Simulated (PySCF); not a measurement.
This script is equivalent to a calculation on F- (fluorine, charge -1).

```python
from pyscf import gto, scf, dft, mp, cc
import basis_set_exchange as bse
mol = gto.M(atom="F 0 0 0", charge=-1, spin=0, symmetry="D2h",
            basis=gto.basis.parse(bse.get_basis("aug-cc-pCVTZ-DK", elements=["F"], fmt="nwchem", augment_diffuse=1)),
            nucmod="G")
mf = scf.UHF(mol).sfx2c1e()
mf.irrep_nelec = {'Ag': (2, 2), 'B1u': (1, 1), 'B2u': (1, 1), 'B3u': (1, 1)}
mf.kernel()
```

Task: What total energy does it give?

Result: -99.53729 hartree (calculated).

Task: Which occupied shell lies highest, and where?

Result: 2p, at -4.920 eV.
